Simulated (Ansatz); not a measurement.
One change: `C[O][Y]([Cl])[O]C` becomes `C[O][Y]([NH2])[O]C`.

Ansatz, PBE0-D4/def2-TZVP geometries, multiplicity 1. Each molecule was computed in one conformer, which needn't be the lowest.

Elements past krypton have def2 core potentials.

```json
{"property": "LUMO energy (PBE0/def2-TZVPP) / eV", "`C[O][Y]([Cl])[O]C`": "-1.84"}
{"property": "HOMO–LUMO gap (B3LYP/def2-TZVPP) / eV", "`C[O][Y]([Cl])[O]C`": "5.31"}
{"property": "size of the dipole moment (ωB97M-V/def2-TZVPP) / D", "`C[O][Y]([Cl])[O]C`": "3.29"}
{"property": "LUMO energy (ωB97M-V/def2-TZVPP) / eV", "`C[O][Y]([Cl])[O]C`": "-0.54"}
{"property": "size of the dipole moment (B3LYP/def2-TZVPP) / D", "`C[O][Y]([Cl])[O]C`": "3.33"}
{"property": "size of the dipole moment (PBE/def2-TZVPP) / D", "`C[O][Y]([Cl])[O]C`": "3.34"}
```

**Question.** What does the change do to each property? (An estimate is asked.)

**Answer.** Ansatz gave: 
```json
{"property": "LUMO energy (PBE0/def2-TZVPP) / eV", "`C[O][Y]([NH2])[O]C`": "-1.32", "shift": "0.52"}
{"property": "HOMO–LUMO gap (B3LYP/def2-TZVPP) / eV", "`C[O][Y]([NH2])[O]C`": "4.61", "shift": "-0.70"}
{"property": "size of the dipole moment (ωB97M-V/def2-TZVPP) / D", "`C[O][Y]([NH2])[O]C`": "0.26", "shift": "-3.03"}
{"property": "LUMO energy (ωB97M-V/def2-TZVPP) / eV", "`C[O][Y]([NH2])[O]C`": "-0.11", "shift": "0.43"}
{"property": "size of the dipole moment (B3LYP/def2-TZVPP) / D", "`C[O][Y]([NH2])[O]C`": "0.23", "shift": "-3.10"}
{"property": "size of the dipole moment (PBE/def2-TZVPP) / D", "`C[O][Y]([NH2])[O]C`": "0.18", "shift": "-3.16"}
```

With PBE0 the HOMO rises by 1.24 eV and the LUMO rises by 0.52 eV, so the gap narrows by about 0.72 eV. PBE moves the HOMO by 1.06 eV and ωB97M-V by 1.24 eV. Dipoles are sizes alone; their direction can turn.

B3LYP here is the variant with VWN-RPA as its local correlation; programs differ in this.
